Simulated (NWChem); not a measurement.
Species: C2H4BFN2; SMILES N#CCB(N)F

```xyz
10

N      0.3210     2.6063     0.0000
C     -0.3100     1.6180     0.0000
C     -0.9955     0.3366     0.0000
B      0.0152    -0.9065     0.0000
N      1.4026    -0.7499     0.0000
F     -0.5305    -2.1420     0.0000
H     -1.6612     0.2594    -0.8873
H     -1.6612     0.2594     0.8873
H      1.8459     0.1699     0.0000
H      2.0486    -1.5393     0.0000
```
Atoms are numbered in this order, from 1.

Level: PBE-D3(BJ)/def2-SVP (NWChem), optimised geometry, unscaled harmonic frequencies. 

List the harmonic frequencies with IR intensities, and the thermochemistry.


```json
[
 {"frequency (cm⁻¹)": "72", "IR intensity (km/mol)": "11.5"},
 {"frequency (cm⁻¹)": "124", "IR intensity (km/mol)": "11.3"},
 {"frequency (cm⁻¹)": "325", "IR intensity (km/mol)": "3.4"},
 {"frequency (cm⁻¹)": "353", "IR intensity (km/mol)": "1.2"},
 {"frequency (cm⁻¹)": "386", "IR intensity (km/mol)": "4.8"},
 {"frequency (cm⁻¹)": "426", "IR intensity (km/mol)": "7.0"},
 {"frequency (cm⁻¹)": "517", "IR intensity (km/mol)": "163.1"},
 {"frequency (cm⁻¹)": "520", "IR intensity (km/mol)": "0.5"},
 {"frequency (cm⁻¹)": "614", "IR intensity (km/mol)": "5.0"},
 {"frequency (cm⁻¹)": "763", "IR intensity (km/mol)": "1.7"},
 {"frequency (cm⁻¹)": "812", "IR intensity (km/mol)": "13.1"},
 {"frequency (cm⁻¹)": "867", "IR intensity (km/mol)": "9.5"},
 {"frequency (cm⁻¹)": "960", "IR intensity (km/mol)": "0.8"},
 {"frequency (cm⁻¹)": "1118", "IR intensity (km/mol)": "0.9"},
 {"frequency (cm⁻¹)": "1135", "IR intensity (km/mol)": "18.4"},
 {"frequency (cm⁻¹)": "1290", "IR intensity (km/mol)": "238.2"},
 {"frequency (cm⁻¹)": "1352", "IR intensity (km/mol)": "25.1"},
 {"frequency (cm⁻¹)": "1395", "IR intensity (km/mol)": "71.1"},
 {"frequency (cm⁻¹)": "1556", "IR intensity (km/mol)": "237.8"},
 {"frequency (cm⁻¹)": "2290", "IR intensity (km/mol)": "25.7"},
 {"frequency (cm⁻¹)": "2984", "IR intensity (km/mol)": "2.6"},
 {"frequency (cm⁻¹)": "3033", "IR intensity (km/mol)": "0.3"},
 {"frequency (cm⁻¹)": "3514", "IR intensity (km/mol)": "43.8"},
 {"frequency (cm⁻¹)": "3623", "IR intensity (km/mol)": "53.3"}
]
```

```
Quantity                                                                           Result
-----------------------------------------------------------------------  ----------------
zero-point energy                                                           42.9 kcal/mol
thermal correction to the enthalpy at 298.15 K (with zero-point energy)     47.6 kcal/mol
heat capacity Cv                                                         22.7 cal/(mol K)
entropy at 298.15 K and 1 atm (symmetry number 1)                        80.0 cal/(mol K)
dipole moment                                                                      2.39 D
```

Rigid rotor and harmonic oscillator; modes under 100 cm⁻¹ make the entropy uncertain.
